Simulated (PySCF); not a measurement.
PySCF input for CH₃Cl₃Sn, SMILES [Sn]([Cl])([CH3])([Cl])[Cl], IEF-PCM-B3LYP/def2-SVP. Geometry optimised at B3LYP-D3(BJ)/def2-SVP. The isomer is the one that the SMILES or the coordinates give; other isomers of the formula were not compared. The def2 effective core potentials stand for the cores of Sn; spin–orbit coupling is left out.

```python
import numpy as np
from pyscf import gto, scf, dft
from pyscf.solvent import pcm

mol = gto.M(
    atom='''
    C     0.00000002    0.00000000    2.36627734
    Sn    0.00000000    0.00000000    0.21967554
    Cl   -0.17745878   -2.17874442   -0.65284312
    Cl   -1.79811863    1.24305601   -0.65284311
    Cl    1.97557739    0.93568841   -0.65284313
    H     0.98497250    0.34691339    2.70451931
    H    -0.79292202    0.67955449    2.70451932
    H    -0.19205041   -1.02646788    2.70451933
    ''',
    basis='def2-SVP',
    ecp={'Sn': 'def2-svp'},
    charge=0,
    spin=0,
    max_memory=1600,
    verbose=3,
)
mf = dft.RKS(mol, xc='b3lyp').density_fit(auxbasis='def2-universal-jkfit')
mf.grids.level = 3
mf.conv_tol = 1e-9
mf.max_cycle = 100
mf.kernel()
res = {}
for name, eps in {'water': 78.355, 'ethylethanoate': 5.9867, 'methanol': 32.613}.items():
    s = mf.PCM()
    s.with_solvent.method, s.with_solvent.eps, s.with_solvent.lebedev_order = 'IEF-PCM', eps, 29
    s.kernel(mf.make_rdm1())
    res[name] = (s.e_tot, eps, s.dip_moment(), s.mo_energy, s.converged)
    print(f'{name}: electrostatic solvation free energy {(s.e_tot - mf.e_tot) * 627.509474:.3f} kcal/mol')
```

Output:

```
converged SCF energy = -1634.59571095355

WARN: PCM is an experimental feature. It is still in testing.
Features and APIs may be changed in the future.

converged SCF energy = -1634.60356151329
Dipole moment(X, Y, Z, Debye):  0.00017, -0.00003,  4.59825
water: electrostatic solvation free energy -4.926 kcal/mol

WARN: PCM is an experimental feature. It is still in testing.
Features and APIs may be changed in the future.

converged SCF energy = -1634.60173798123
Dipole moment(X, Y, Z, Debye): -0.00007,  0.00031,  4.32551
ethylethanoate: electrostatic solvation free energy -3.782 kcal/mol

WARN: PCM is an experimental feature. It is still in testing.
Features and APIs may be changed in the future.

converged SCF energy = -1634.60333046086
Dipole moment(X, Y, Z, Debye):  0.00013,  0.00003,  4.56327
methanol: electrostatic solvation free energy -4.781 kcal/mol
```

The calculation finished and met its thresholds.
